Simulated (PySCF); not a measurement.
# GeSI₂: one-bond stretch

Level of theory: PBE0 in PySCF with Ge def2-SVP, S def2-SVP, I def2-SVP with ECP28; scalar-relativistic core potentials, no spin–orbit coupling; density-fitted integrals.

Rigid scan from the singlet minimum (Ge–I 2.495 Å (×2), Ge–S 2.022 Å; I–Ge–I 108.2°, I–Ge–S 125.9° (×2)). Coordinate: the bond from Ge to the last atom (I) scaled, the rest fixed. Energies in kJ/mol from the minimum.

| scale of one bond | E (kJ/mol) | dipole size (D) |
| --- | --- | --- |
| 0.92 | 28.5 | 2.70 |
| 0.96 | 6.2 | 2.38 |
| 1.00 | 0.0 | 2.12 |
| 1.05 | 7.1 | 1.91 |
| 1.12 | 32.5 | 1.89 |
| 1.20 | 71.0 | 2.21 |
| 1.35 | 144.2 | 3.10 |
| 1.55 | 220.7 | – |
| 1.80 | 280.4 | – |
| 2.20 | 324.1 | – |

At long bonds a restricted determinant can lie too high, and another spin state can fall below this curve.

Other isomers or separated fragments may lie lower.
